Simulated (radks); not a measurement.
Question: These are the eigenvalues of the occupied orbitals of an atom or ion with whole-number occupations (eV). All-electron calculation, scalar-relativistic Kohn-Sham, PBE, spin-polarised, spherical densities, finite nucleus; Fermi nuclear charge, rms radius of each element as measured or else 0.836 A^(1/3) + 0.57 fm. Program: a radial shooting solver on a logarithmic mesh with Libxc functionals.

orbital  eigenvalue
1s up     -63384.73
1s down   -63384.50
2s up     -10921.25
2s down   -10921.10
2p up     -9628.727
2p down   -9628.513
3s up     -2597.360
3s down   -2596.131
3p up     -2209.304
3p down   -2208.048
3d up     -1742.840
3d down   -1741.845
4s up     -642.4779
4s down   -640.0560
4p up     -514.6745
4p down   -512.2760
4d up     -347.6953
4d down   -345.2331
5s up     -200.4079
5s down   -196.5537
5p up     -164.7135
4f up     -162.2047
4f down   -159.4151

Which element is it, and in what charge state? The configuration may be excited. Open shells, if any, are filled with parallel spins first.

Answer: Z = 71, lutetium, charge +9: Lu9+ in [Kr] 4d10 4f12 5s2 5p2. The list shows which subshells hold electrons but not how many an open one holds; the 1s level, -2329.3 hartree, gives Z - s = 68.3 by -(Z - s)^2/2, which with screening and relativity narrows Z to a few neighbours, and the depths of the outer levels then fix element, charge and occupations together.
